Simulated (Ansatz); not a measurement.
`[Cl][Al-]1([Cl])[O]C=CC=[O+]1`, relaxed with RKS PBE0-D4/def2-TZVP in Ansatz from a PBE-D4/def2-SVP geometry. The force threshold is 0.005 eV/Å; the program also tests the step.

Total charge 0; spin multiplicity 1.

Start:

```xyz
11

Cl   -1.856    0.906   -2.603
Al   -0.325    1.226   -1.184
Cl    0.782    3.023   -1.220
O     0.829   -0.221   -1.186
C     0.965   -1.065   -0.227
C     0.273   -1.034    0.996
C    -0.664   -0.030    1.294
O    -0.995    0.940    0.519
H     1.699   -1.880   -0.408
H     0.472   -1.815    1.741
H    -1.179   -0.050    2.279
```

(1) How much energy does the relaxation release, and in how many steps? (An estimate is asked.)

(2) Which bonds change most? (Estimate.)

(3) Give the relaxed structure. (Best estimate.)

Answers

(1) The calculation gave: 0.08 eV, in 6 steps.

(2) Computed: Al2–O8 from 1.852 to 1.813 Å; Al2–O4 from 1.851 to 1.813 Å; C5–H9 from 1.112 to 1.093 Å; C7–H11 from 1.112 to 1.093 Å.

(3) Computed: 
```xyz
11

Cl   -1.833    0.906   -2.580
Al   -0.321    1.199   -1.160
Cl    0.773    2.984   -1.204
O     0.810   -0.218   -1.169
C     0.951   -1.052   -0.223
C     0.272   -1.023    0.988
C    -0.655   -0.031    1.277
O    -0.982    0.922    0.505
H     1.675   -1.851   -0.404
H     0.472   -1.789    1.724
H    -1.162   -0.047    2.246
```
